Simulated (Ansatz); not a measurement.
```yaml
crystal:
  periodic: [true, true, true]
  atoms:
    - {symbol: N, position_ang: [-0.711523, 0.847005, -0.736203]}
    - {symbol: Si, position_ang: [-1.167449, -0.798947, -0.121043]}
    - {symbol: Si, position_ang: [0.896126, -1.234926, 0.886016]}
    - {symbol: Ga, position_ang: [1.163986, 1.117901, 0.318958]}
    - {symbol: F, position_ang: [2.063503, 1.283201, -1.222837]}
    - {symbol: H, position_ang: [-1.425975, 1.562319, -0.667189]}
    - {symbol: H, position_ang: [-0.353228, 0.858589, -1.687956]}
    - {symbol: H, position_ang: [-1.720018, -1.604288, -1.243808]}
    - {symbol: H, position_ang: [-2.260047, -0.519118, 0.848987]}
    - {symbol: H, position_ang: [1.702733, -2.231272, 0.132578]}
    - {symbol: H, position_ang: [0.724179, -1.689995, 2.291874]}
    - {symbol: H, position_ang: [1.087713, 2.409543, 1.200612]}
basis:
  gaussian: {orbitals: cc-pVTZ}
hamiltonian: {xc: {name: wB97X-V}}
```

```sh
$ ansatz run in.yaml --threads 4 --pin off --events-out ev --progress --plain --max-ram 10444MiB
```

It prints (some lines left out):

```
Error: YAML parse error: error: line 2 column 3: crystal: missing field `lattice` (a structure is typed as `lattice` and `atoms`, a molecule's as `atoms` in Å alone, or read from a run's directory, `checkpoint`)
 --> <input>:2:3
1 | crystal:
2 |   periodic: [true, true, true]
3 |   atoms:
4 |     - {symbol: N, position_ang: [-0.711523, 0.847005, -0.736203]}
```

In this input the molecule is marked periodic without a cell. The program refused the input.
